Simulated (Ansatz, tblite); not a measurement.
Spin states of Al₂Cu₃⁺ (the lowest singlet isomer of a short search), each relaxed with r2SCAN-D4/def2-SVP in Ansatz. Electronic energies in the gas phase.

The xTB rows come from tblite. LC-ωPBE has ω = 0.4 bohr⁻¹. HSE06 is defined as in plane-wave codes, on full-range PBE exchange. The structure comes from a short search, and lower isomers may exist.

Singlet geometry (C2v within 0.1 Å):

| atom | x (Å) | y (Å) | z (Å) |
| --- | --- | --- | --- |
| Al1 | -1.226 | -0.351 | -0.740 |
| Al2 | 0.102 | 1.236 | 0.797 |
| Cu3 | 1.108 | -0.873 | -0.056 |
| Cu4 | -0.645 | -0.932 | 1.520 |
| Cu5 | 0.661 | 0.920 | -1.521 |

Triplet geometry:

Cartesian coordinates in Å:
```
Al 0.405 -0.701 -1.380
Al 0.621 0.816 1.229
Cu -1.331 -0.149 0.197
Cu -0.160 1.617 -0.927
Cu 0.465 -1.583 0.882
```

Quintet geometry (C2v within 0.1 Å):

```xyz
5

Al    1.437    0.706   -1.231
Al   -1.222   -0.617    1.485
Cu   -0.896   -0.373   -1.059
Cu   -0.192    1.301    0.445
Cu    0.873   -1.018    0.360
```

⟨S²⟩: triplet 2.03 at PBE0-D4/def2-TZVP (pure 2.00), quintet 6.03 at PBE0-D4/def2-TZVP (pure 6.00).

Run but left out: HF/STO-3G (singlet: restricted singlet, unstable in another Hartree–Fock run and untested here).

Only these spin states were relaxed. The triplet has other bonds than the singlet, so the gap mixes isomer and spin. The quintet has other bonds than the singlet, so the gap mixes isomer and spin.

(1) Estimate which spin state lies lowest at each of these levels, and by how much: GFN1-xTB; GFN2-xTB; PBE-D4/def2-TZVP; r2SCAN-D4/def2-TZVP; PBE0-D4/def2-TZVP; HSE06-D4/def2-TZVP; LC-ωPBE/def2-TZVP.

Answers

(1) 
```
              level  triplet − singlet (kcal/mol)  quintet − singlet (kcal/mol)  lowest of these
           GFN1-xTB                          59.2                         128.5          singlet
           GFN2-xTB                          38.3                         102.2          singlet
   PBE-D4/def2-TZVP                          29.2                          66.2          singlet
r2SCAN-D4/def2-TZVP                          27.4                          61.2          singlet
  PBE0-D4/def2-TZVP                          28.0                          64.5          singlet
 HSE06-D4/def2-TZVP                          28.2                          64.8          singlet
  LC-ωPBE/def2-TZVP                          25.4                          57.2          singlet
```

Change of the quintet − singlet gap on mixing in exact exchange, in kcal/mol: PBE to PBE0 (25 % exact exchange) -1.6. The xTB methods have no term that favours high spin, so they put low spin too low.
